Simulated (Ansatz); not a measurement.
Program: Ansatz. Geometries: PBE0-D4/def2-TZVP. ΔE: electronic, gas phase. CBS: MP2 limit from def2 TZ/QZ plus the TZ coupled-cluster correction, frozen cores. This one scheme is used for every species, atoms too. DFT in def2-TZVPP. No spin–orbit coupling; open shells (•) take unrestricted orbitals. Spin–orbit coupling would lower the free atoms: a little for C, Si; clearly for Ga. For Ga outer-core shells are correlated without core-valence functions, so the limit isn't a true one: a few kJ/mol of doubt a bond, and 10 to 20 or more in all where bonds break to atoms. Scalar relativity is left out up to krypton.

Consider the atomization: `N#C[SiH2][GaH2]` → C• + Ga• + 4 H• + N• + Si•.

`N#C[SiH2][GaH2]`:

```xyz
8

N     0.825    0.999   -2.701
C     0.194    0.757   -1.767
Si   -0.749    0.329   -0.233
Ga    0.677   -0.822    1.351
H    -1.897   -0.502   -0.680
H    -1.272    1.615    0.296
H     0.044   -1.263    2.716
H     2.177   -1.112    1.017
```

```tsv
level	ΔE (kJ/mol)	difference from CCSD(T)/CBS
PBE-D4	2639.4	36.9
r2SCAN-D4	2595.3	-7.2
BLYP	2563.9	-38.6
r2SCAN	2591.3	-11.2
PBE0	2568.6	-33.9
BHLYP	2489.7	-112.8
HF/def2-SVP	1814.4	-788.1
SCS-MP2/def2-TZVPP	2583.6	-18.9
MP2/CBS(def2)	2641.1	38.6
CCSD/CBS(def2)	2553.8	-48.7
CCSD(T)/CBS	2602.5	0
```

Largest T1 diagnostic among the species: 0.014.

From PBE to PBE0 (25 % exact exchange), in def2-TZVPP and without D4, ΔE moves by −54.0 kJ/mol: exact exchange takes away binding that semilocal exchange gives to molecules. The D4 term adds +27.4 kJ/mol with B3LYP and +14.4 kJ/mol with PBE0; it sums over pairs of atoms, weighted by their polarisabilities, and B3LYP, whose exchange is more repulsive, gets the larger term.

B3LYP here is the variant with VWN-RPA as its local correlation; programs differ in this.

For atomizations the MP2-based limit and the directly extrapolated one differ by several kJ/mol either way, and by 10 to 25 for some Ge, Se and Sn compounds, so smaller differences from it don't rank the levels.
